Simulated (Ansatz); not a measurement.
Geometry optimisation, UKS B3LYP-D4/6-31G* (Ansatz 0.2.0).

The input (input.yaml):

```yaml
crystal:
  periodic: [false, false, false]
  atoms:
    - { symbol: Si, position_ang: [0.0598, 0.0726, -1.5607] }
    - { symbol: Cl, position_ang: [-1.5859, -0.782, -0.7798] }
    - { symbol: H, position_ang: [0.1486, 1.4342, -1.0444] }
    - { symbol: H, position_ang: [-0.0731, 0.0774, -3.0124] }
    - { symbol: H, position_ang: [1.214, -0.7171, -1.1459] }
    - { symbol: S, position_ang: [-1.0096, -1.0454, 2.9387] }
    - { symbol: C, position_ang: [0.0766, -0.0296, 2.5092] }
    - { symbol: S, position_ang: [1.1696, 0.99, 2.0953] }
magnetization:
  spin_polarized: true
basis:
  gaussian: { orbitals: "6-31G*" }
hamiltonian:
  xc: b3lyp
  dispersion: d4
relax:
  f_tol: 0.02
  max_steps: 40
```

Command:

```bash
$ ansatz run input.yaml --threads 2 --pin off --max-ram 3072MiB --backend cpu --events-out ev --progress --plain --runs-dir out
```

Question: Where does it end, and by what steps?

Answer: The forces met the threshold. After 8 steps the energy has fallen by 0.084 eV; S6 moved furthest, 0.31 Å.

```json
{"step": "0", "energy less start (eV)": "0.0000", "largest force component (eV/Å)": "1.163", "accepted": "yes"}
{"step": "1", "energy less start (eV)": "-0.0699", "largest force component (eV/Å)": "0.130", "accepted": "yes"}
{"step": "2", "energy less start (eV)": "-0.0763", "largest force component (eV/Å)": "0.061", "accepted": "yes"}
{"step": "3", "energy less start (eV)": "-0.0773", "largest force component (eV/Å)": "0.034", "accepted": "yes"}
{"step": "4", "energy less start (eV)": "-0.0792", "largest force component (eV/Å)": "0.038", "accepted": "yes"}
{"step": "5", "energy less start (eV)": "-0.0806", "largest force component (eV/Å)": "0.208", "accepted": "yes"}
{"step": "6", "energy less start (eV)": "-0.0835", "largest force component (eV/Å)": "0.052", "accepted": "yes"}
{"step": "7", "energy less start (eV)": "-0.0838", "largest force component (eV/Å)": "0.027", "accepted": "yes"}
{"step": "8", "energy less start (eV)": "-0.0840", "largest force component (eV/Å)": "0.004", "accepted": "yes"}
```

```xyz
8
Properties=species:S:1:pos:R:3
Si 0.106 0.126 -1.647
Cl -1.528 -0.671 -0.637
H 0.225 1.560 -1.300
H -0.125 -0.032 -3.103
H 1.322 -0.612 -1.238
S -1.048 -1.115 3.238
C -0.001 -0.124 2.643
S 1.049 0.869 2.044
```

Whether the end is a true minimum wasn't checked by a vibrational analysis.

The run took 77 s on 2 threads of Arm Neoverse N1 (shared host), peak memory 0.32 GiB.
